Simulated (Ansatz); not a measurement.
CH5NO2Si can be A, `NC1O[SiH2]O1`, or B, `N[SiH]1OCO1`.

Isolated molecules relaxed with PBE0-D4/def2-TZVP in Ansatz; ΔE leaves out vibrations. CBS: MP2 limit from def2 TZ/QZ plus the TZ coupled-cluster correction, frozen cores. DFT in def2-TZVPP. One conformer a species, not always the lowest.

(1) Which isomer does CCSD(T)/CBS put lower? Give the gap. (Estimate.)

(2) Give E(B) − E(A) in kJ/mol with PBE-D4, HF/def2-TZVPP, PBE0-D4, CCSD/def2-TZVPP, CCSD(T)/def2-TZVPP, B2PLYP, r2SCAN-D4. (Best estimate.)

Largest T1 diagnostic: 0.012.

Results:

(1) Computed: B, by 112.8 kJ/mol.

(2) The calculation gave: PBE-D4 -101.6, HF/def2-TZVPP -113.6, PBE0-D4 -106.2, CCSD/def2-TZVPP -111.9, CCSD(T)/def2-TZVPP -109.9, B2PLYP -111.3, r2SCAN-D4 -108.2. None reverses the order clearly.

From PBE to PBE0 (25 % exact exchange), in def2-TZVPP and without D4, E(B) − E(A) moves by −4.5 kJ/mol.
